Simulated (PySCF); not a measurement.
sulfur hexafluoride (F6S), SMILES FS(F)(F)(F)(F)F.

The structure is a stationary point at TPSSh-D3(BJ)/def2-SVP.

These are CAM-B3LYP/def2-TZVP in PySCF values and carry that method's errors.

Gas-phase values at a fixed geometry.

Computed frontier levels, gap, dipole moment and polarisability:
| Property | Result |
|---|---|
| highest occupied level | -14.05 eV |
| lowest empty level | -0.96 eV |
| orbital gap | 13.10 eV |
| dipole moment | 0.00 D |
| quadrupole, principal values (traceless, Buckingham form, about the centre of nuclear charge) | 0.00, 0.00, 0.00 D·Å |
| mean static polarisability | 26.9 bohr³ (3.98 Å³) |
| polarisability, principal values | 26.9, 26.9, 26.9 bohr³ |
